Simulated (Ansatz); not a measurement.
CH2BNO2 (`OB1N=CO1`) at its PBE0-D4/def2-TZVP geometry, where that method's forces vanish. Total charge 0; spin multiplicity 1.

```xyz
7

O     1.7628    0.2643    0.4253
B     0.4811    0.0567    0.1509
N    -0.4626    0.3147   -0.9790
C    -1.2319   -0.2559   -0.1364
O    -0.4949   -0.5687    0.9977
H     2.2360    0.7020   -0.2885
H    -2.2905   -0.5131   -0.1699
```

**Question.** What forces (eV/Å) does ωB97M-V/def2-TZVPP give on these atoms in Ansatz? (Estimate.)

**Answer.** Computed: 
```
O1   0.195  0.057 -0.016
B2   0.113  0.013  0.039
N3  -0.098 -0.039  0.031
C4  -0.372  0.006 -0.231
O5   0.062 -0.048  0.143
H6  -0.016 -0.022  0.041
H7   0.115  0.032 -0.005
```
